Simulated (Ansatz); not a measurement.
The cluster Rb4Br3. The state is a doublet with charge 0. Geometry PBE-D4/def2-SVP; atoms count from 1.

```csv
atom,x (Å),y (Å),z (Å)
Rb1,-1.9073,1.1508,0.7292
Rb2,2.1165,2.1342,-4.2516
Rb3,-0.3952,-2.4991,3.3252
Rb4,1.2825,-0.8023,-0.6987
Br5,0.8486,0.3576,2.5234
Br6,-0.2738,1.8684,-2.0123
Br7,-1.6712,-2.2097,0.3849
```

In the def2 sets Rb takes a core potential; there is no spin–orbit coupling. Another isomer (doublet) lies 0.47 eV lower at PBE0-D4/def2-TZVP; other spin states weren't run for this one.

Q: Estimate the Mulliken populations from the PBE0/def2-TZVP orbitals of Ansatz.

A: 
```tsv
atom	charge (e)	spin (α − β)
Rb1	0.65	0.10
Rb2	0.10	0.79
Rb3	0.78	0.00
Rb4	0.76	0.11
Br5	-0.75	0.00
Br6	-0.79	0.00
Br7	-0.76	0.00
```
Mulliken values depend strongly on the basis.

Q: Where does the spin sit?

A: Summed by element: Rb 1.00, Br 0.00, of 1 unpaired in all. Largest on single atoms: Rb2 0.79, Rb4 0.11, Rb1 0.10.
